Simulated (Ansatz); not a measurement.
Frontier orbitals of CH$_{8}$AlBOSi, SMILES `CB(O)[SiH2][AlH2]`.

Cartesian coordinates in Å:
```
C -0.578 -1.695 0.954
B -0.564 -0.130 0.923
O -0.569 0.524 2.115
Si -0.492 0.911 -0.832
Al 1.803 0.881 -1.685
H 0.176 -2.127 0.288
H -1.542 -2.054 0.574
H -0.438 -2.096 1.961
H -0.597 1.481 2.037
H -0.949 2.321 -0.619
H -1.401 0.287 -1.841
H 2.801 2.090 -1.411
H 2.350 -0.392 -2.465
```

The species carries charge 0 and has multiplicity 1. All single points use the PBE0-D4/def2-TZVP geometry. It is one conformer, not always the lowest. Basis def2-TZVPP, Ansatz.

```csv
functional,HOMO (eV),LUMO (eV),gap (eV)
PBE,-6.03,-2.81,3.22
PBE0,-7.10,-2.08,5.02
r2SCANh,-6.64,-2.34,4.30
HSE06 (plane-wave form),-6.71,-2.45,4.26
ωB97X-V,-9.31,-0.19,9.12
ωB97M-V,-9.08,-0.44,8.64
```

Against PBE, PBE0 changes HOMO and LUMO by −1.07 and +0.73 eV, ωB97M-V by −3.05 and +2.37 eV. A gap of 3.22 eV thus becomes 8.63 eV for the same molecule, so an orbital gap means little without its functional.
